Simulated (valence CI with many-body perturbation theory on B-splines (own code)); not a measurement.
# Re⁴⁴⁺: electric-dipole lines

Method: relativistic CI+MBPT: three valence electrons over a frozen Dirac-Fock core [Ar] 3d10, a basis of 11 s, 11 p, 9 d, 7 f, 5 g, 2 h, 1 i functions for each j, with the one-electron correlation potential Σ1 (screened to all orders), the two-electron term Σ2, the three-electron term Σ3, Breit, model QED; selected single and double excitations, second order for the rest (own B-spline code, finite nucleus).

No measured spectrum was set against this ion. As an estimate, large intervals hold to a few tenths of a per cent, small ones and those within an open d or f shell to about a per cent.

Lines 51 to 100 of 273 in falling wavelength, among levels below 44.964 Ry, chosen from the strongest by gf and those to the six lowest levels. Wavelengths and rates use the calculated energies. Electric multipoles are in the length gauge, E1 and E2 with the static RPA response of the core. Weak lines are less certain than strong ones. Lines between different terms over intervals too small for the method are left out, as are lines whose strength nearly cancels. The highest levels of a list are the least certain.

Levels are named by their leading jj configuration (3d3/2^4 stands for four electrons in 3d with j = 3/2), which in mixed levels can hold well under half, so a name can repeat and another be missing. Letters in brackets count levels of one name in rising energy.

```tsv
λ vac (nm)	Upper	Lower	A (s⁻¹)	log gf	Branch %
10.66	(4p1/2 4p3/2 4d3/2) J=3/2 [b]	(4s 4p3/2 4d3/2) J=5/2 [a]	2.93e+10	-0.70	1.7
10.63	(4p1/2^2 4d3/2) J=3/2	(4s 4p1/2 4d3/2) J=3/2 [a]	1.80e+10	-0.91	12.2
10.31	(4p1/2^2 4p3/2) J=3/2	(4s 4p1/2 4p3/2) J=3/2 [a]	1.73e+10	-0.96	4.6
10.28	(4p1/2 4p3/2 4d3/2) J=5/2 [b]	(4s 4p3/2 4d3/2) J=7/2	2.12e+10	-0.70	1.4
9.111	(4s 4p1/2 4d3/2) J=3/2 [a]	(4s 4p1/2 4p3/2) J=3/2 [b]	1.64e+10	-1.09	27.8
8.652	(4s 4p1/2 4d3/2) J=5/2	(4s 4p1/2 4p3/2) J=3/2 [b]	9.86e+08	-2.18	2.7
8.587	(4p1/2 4p3/2 4d3/2) J=5/2 [a]	(4p1/2 4p3/2^2) J=5/2	1.70e+10	-0.95	3.4
8.367	(4s 4p1/2 4d3/2) J=3/2 [a]	(4s 4p1/2 4p3/2) J=5/2	6.17e+09	-1.59	10.4
8.095	(4p1/2^2 4d3/2) J=3/2	(4p1/2^2 4p3/2) J=3/2	4.15e+10	-0.79	28.0
7.978	(4s 4p1/2 4d3/2) J=5/2	(4s 4p1/2 4p3/2) J=5/2	2.24e+10	-0.89	61.4
7.915	(4s 4p1/2 4d3/2) J=1/2	(4s 4p1/2 4p3/2) J=3/2 [b]	3.07e+09	-2.24	0.2
7.910	(4s 4p1/2 4d3/2) J=3/2 [a]	(4s 4p1/2 4p3/2) J=3/2 [a]	5.87e+09	-1.66	9.9
7.857	(4s 4p1/2 4d3/2) J=3/2 [b]	(4s 4p1/2 4p3/2) J=3/2 [b]	1.24e+10	-1.34	0.9
7.562	(4s 4p1/2 4d3/2) J=5/2	(4s 4p1/2 4p3/2) J=3/2 [a]	1.97e+09	-1.99	5.4
7.544	(4s^2 4d3/2) J=3/2	(4s^2 4p3/2) J=3/2	4.77e+09	-1.79	0.4
7.446	(4s 4p1/2 4d5/2) J=5/2 [a]	(4s 4p1/2 4p3/2) J=3/2 [b]	2.99e+09	-1.83	0.9
7.297	(4s 4p1/2 4d3/2) J=3/2 [b]	(4s 4p1/2 4p3/2) J=5/2	1.50e+09	-2.32	0.1
7.152	(4p1/2 4p3/2 4d5/2) J=3/2 [a]	(4p1/2 4p3/2^2) J=3/2	6.53e+10	-0.70	8.7
7.135	(4s 4p1/2 4f7/2) J=7/2 [b]	(4s 4p1/2 4d5/2) J=5/2 [b]	7.02e+10	-0.37	22.2
7.108	(4s 4p3/2 4d3/2) J=7/2	(4s^2 4d5/2) J=5/2	2.21e+10	-0.87	3.7
7.082	(4p1/2 4p3/2 4d5/2) J=5/2 [a]	(4p1/2 4p3/2^2) J=5/2	9.09e+10	-0.39	13.6
7.077	(4s 4p1/2 4d5/2) J=3/2	(4s 4p1/2 4p3/2) J=1/2	9.18e+10	-0.56	21.4
7.056	(4s 4p1/2 4f7/2) J=5/2	(4s 4p1/2 4d5/2) J=3/2	1.41e+11	-0.20	34.4
7.039	(4s 4p1/2 4f7/2) J=5/2	(4s 4p1/2 4d5/2) J=5/2 [b]	3.23e+10	-0.84	7.9
6.994	(4s 4p1/2 4d5/2) J=5/2 [b]	(4s 4p1/2 4p3/2) J=3/2 [b]	1.17e+11	-0.29	41.2
6.992	(4s 4p1/2 4d3/2) J=1/2	(4s 4p1/2 4p3/2) J=3/2 [a]	9.21e+09	-1.87	0.7
6.991	(4s 4p1/2 4f7/2) J=7/2 [a]	(4s 4p1/2 4d5/2) J=5/2 [a]	1.24e+11	-0.14	71.6
6.977	(4s 4p1/2 4d5/2) J=3/2	(4s 4p1/2 4p3/2) J=3/2 [b]	3.66e+10	-0.97	8.5
6.947	(4s 4p1/2 4d3/2) J=3/2 [b]	(4s 4p1/2 4p3/2) J=3/2 [a]	2.00e+10	-1.24	1.4
6.941	(4s 4p1/2 4d5/2) J=5/2 [a]	(4s 4p1/2 4p3/2) J=5/2	6.58e+09	-1.55	1.9
6.940	(4s 4p3/2 4d5/2) J=5/2 [a]	(4s 4p3/2^2) J=5/2	1.11e+11	-0.32	24.6
6.933	(4s 4p1/2 4f7/2) J=9/2	(4s 4p1/2 4d5/2) J=7/2	1.20e+11	-0.06	84.6
6.920	(4s 4p1/2 4f7/2) J=7/2 [b]	(4s 4p1/2 4d5/2) J=7/2	2.74e+10	-0.80	8.6
6.839	(4p1/2^2 4d5/2) J=5/2	(4p1/2^2 4p3/2) J=3/2	2.17e+11	-0.04	65.8
6.821	(4s^2 4d5/2) J=5/2	(4s^2 4p3/2) J=3/2	1.42e+11	-0.23	100.0
6.790	(4p1/2 4p3/2 4d5/2) J=3/2 [b]	(4p1/2 4p3/2^2) J=1/2	2.65e+11	-0.14	34.7
6.787	(4s 4p3/2 4d5/2) J=3/2 [a]	(4s 4p3/2^2) J=5/2	4.14e+10	-0.94	7.5
6.779	(4s^2 4f7/2) J=7/2	(4s^2 4d5/2) J=5/2	1.51e+11	-0.08	29.0
6.762	(4p1/2 4p3/2 4d5/2) J=1/2	(4p1/2 4p3/2^2) J=1/2	4.28e+11	-0.23	55.0
6.739	(4s 4p1/2 4d5/2) J=7/2	(4s 4p1/2 4p3/2) J=5/2	2.40e+11	0.12	93.6
6.728	(4p1/2 4p3/2 4d3/2) J=7/2	(4s 4p1/2 4d5/2) J=5/2 [b]	6.20e+10	-0.47	9.6
6.723	(4s 4p3/2 4d5/2) J=1/2	(4s 4p3/2^2) J=1/2	4.56e+11	-0.21	73.0
6.717	(4s 4p3/2 4d5/2) J=3/2 [b]	(4s 4p3/2^2) J=3/2	5.64e+10	-0.82	5.2
6.677	(4s 4p3/2 4d5/2) J=7/2 [a]	(4s 4p3/2^2) J=5/2	1.01e+11	-0.27	19.1
6.641	(4p1/2 4p3/2 4d5/2) J=7/2 [b]	(4p1/2 4p3/2^2) J=5/2	5.67e+11	0.48	66.3
6.623	(4s 4p1/2 4d5/2) J=5/2 [a]	(4s 4p1/2 4p3/2) J=3/2 [a]	3.35e+11	0.12	96.8
6.602	(4s 4p1/2 4f5/2) J=5/2 [b]	(4s 4p1/2 4d3/2) J=3/2 [b]	3.32e+10	-0.89	9.0
6.586	(4s 4p3/2 4d5/2) J=3/2 [b]	(4s 4p3/2^2) J=1/2	3.51e+11	-0.04	32.5
6.582	(4p1/2 4p3/2 4d5/2) J=3/2 [b]	(4p1/2 4p3/2^2) J=5/2	9.84e+10	-0.59	12.9
6.577	(4s 4p3/2 4d5/2) J=5/2 [b]	(4s 4p3/2^2) J=3/2	7.14e+11	0.44	51.8
```

(1) How does gf follow from A for the line at 6.577 nm?

## Answers

(1) gf = 1.4992 × (2J+1)_upper × A / σ², with σ = 1520395 cm⁻¹ and 2J+1 = 6: gf = 2.78.
